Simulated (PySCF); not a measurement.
Molecule: SMILES N#CCCS(=O)(=O)[O-], [C3H4NO3S]-.

Geometry (Å), atoms numbered from 1 in this order:
```xyz
12

N     3.350   -0.357   -0.132
C     2.237   -0.149   -0.320
C     0.843    0.095   -0.517
C    -0.009   -0.261    0.681
S    -1.696    0.179    0.070
O    -1.588    1.603   -0.238
O    -2.603   -0.132    1.167
O    -1.863   -0.669   -1.109
H     0.466   -0.484   -1.367
H     0.663    1.153   -0.739
H    -0.001   -1.319    0.920
H     0.202    0.341    1.558
```

Total charge -1.

Frames of a GFN2-xTB Langevin trajectory at 200 K; GIAO PBE0/pcSseg-1 shieldings in PySCF, gas phase, non-relativistic; equivalent atoms averaged within each frame.

Scale: NH3 for 15N (σref 267.73); 13C (σref 186.93), 1H (σref 31.72) against TMS; 33S (σref 503.73) vs CS2; 17O (σref 336.08) vs H2O (reference shieldings calculated alike). The references are static minima.

How do the shifts (ppm) fluctuate along the trajectory?

Results:


```csv
time (fs),N1,C2,C4,C3,S5,O6/O7/O8,H9/H10,H11/H12
250,282.5,126.9,54.9,11.8,315,213.5,2.48,2.44
425,295.7,133.9,56.5,20.1,316,216.3,3.63,2.79
625,277.3,123.7,56.3,13.7,312,222.6,2.14,2.78
800,287.3,134.4,55.9,20.7,304,214.0,4.47,2.73
1000,290.4,133.1,65.4,15.4,298,209.9,2.70,3.36
mean of frames,286.6,130.4,57.8,16.4,309,215.3,3.08,2.82
standard deviation,7.1,4.8,4.3,3.9,8,4.7,0.95,0.33
```

5 frames give an uncertainty of the mean of about the standard deviation over 2.2 at best, since frames this close in time may not be independent; classical motion lacks zero-point vibration, and the reference would need the same averaging.
